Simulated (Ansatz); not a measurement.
Consider the formal hydrolysis of the Si–Cl bond: `F[SiH](F)N[SiH2]Cl` + H₂O → `O[SiH2]N[SiH](F)F` + HCl.

Program: Ansatz. Geometries: PBE0-D4/def2-TZVP. ΔE: electronic, gas phase. CCSD(T)/CBS adds triple-zeta CCSD(T) − MP2 to the extrapolated MP2 energy (def2 sets, frozen cores). This one scheme is used for every species. One conformer a species, not always the lowest.

```tsv
species	CCSD(T)/def2-TZVPP energy (Eh)
`F[SiH](F)N[SiH2]Cl`	-1294.65825
H₂O	-76.33701
`O[SiH2]N[SiH](F)F`	-910.66650
HCl	-460.33125
```

Task: Work out ΔE.

Result: ΔE = (-910.66650) + (-460.33125) − (-1294.65825) − (-76.33701) = -0.00249 Eh = -1.6 kcal/mol. CCSD(T)/CBS gives -0.2 kcal/mol.

Largest T1 diagnostic among the species: 0.012.

The D4 term adds +1.0 kcal/mol with B3LYP and +0.6 kcal/mol with PBE0; it sums over pairs of atoms, weighted by their polarisabilities, and B3LYP, whose exchange is more repulsive, gets the larger term.

B3LYP here is the variant with VWN-RPA as its local correlation; programs differ in this.
